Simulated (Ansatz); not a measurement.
Gas-phase electronic energies from Ansatz, PBE0-D4/def2-TZVP geometries. CBS: MP2 limit from def2 TZ/QZ plus the TZ coupled-cluster correction, frozen cores. Functionals use def2-TZVPP. For Ga outer-core shells are correlated without core-valence functions, which leaves a few kJ/mol of doubt a bond. Scalar relativity is left out up to krypton. Each species was taken in one conformer, which may not be the lowest.

Reaction (redistribution): `B[SiH](C)OC` + `[SiH3]B[CH2][GaH2]` → `B[SiH](C)B[SiH3]` + `CO[CH2][GaH2]`

| level | ΔE (eV) |
| --- | --- |
| r2SCAN-D4 | 2.47 |
| B2PLYP | 2.51 |
| PBE | 2.28 |
| r2SCAN | 2.46 |
| CCSD(T)/def2-TZVPP | 2.50 |
| HF/def2-QZVPP | 2.51 |
| MP2/def2-QZVPP | 2.69 |
| CCSD/CBS(def2) | 2.54 |

(1) What does CCSD(T)/CBS give? (Best estimate.)

Largest T1 diagnostic among the species: 0.015.

Results:

(1) Computed: +2.53 eV. The listed levels differ from it by -0.06, -0.02, -0.25, -0.07, -0.03, -0.02, 0.16, 0.01 eV.

From PBE to PBE0 (25 % exact exchange), in def2-TZVPP and without D4, ΔE moves by +0.11 eV. The D4 term adds +0.04 eV with B3LYP and +0.02 eV with PBE0; it sums over pairs of atoms, weighted by their polarisabilities, and B3LYP, whose exchange is more repulsive, gets the larger term.

CCSD(T)/CBS has its own doubt, a few kJ/mol and more with outer-core shells, so smaller differences from it don't rank the levels.

B3LYP here is the variant with VWN-RPA as its local correlation; programs differ in this.
